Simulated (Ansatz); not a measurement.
Ansatz (an electronic-structure program) input:

Ansatz 0.2 input:
```yaml
crystal:
  periodic: [false, false, false]
  atoms:
    - {symbol: C, position_ang: [2.67672240, -0.48056251, -0.20093306]}
    - {symbol: C, position_ang: [1.49358777, -0.26814969, -0.11211890]}
    - {symbol: B, position_ang: [0.01755224, -0.00315122, -0.00131759]}
    - {symbol: Cl, position_ang: [-0.62911043, 1.57112315, -0.41444997]}
    - {symbol: Cl, position_ang: [-1.06680729, -1.26664837, 0.54175714]}
    - {symbol: H, position_ang: [3.72097899, -0.66804201, -0.27932209]}
basis:
  gaussian:
    orbitals: cc-pVTZ
magnetization: {spin_polarized: false}
correlation: {method: ccsd_t, electrons: outside_noble_gas}
```

Problem. Predict the final energy.

Solution. -1020.94782 Eh (CCSD(T)/cc-pVTZ). The basis has 172 functions.
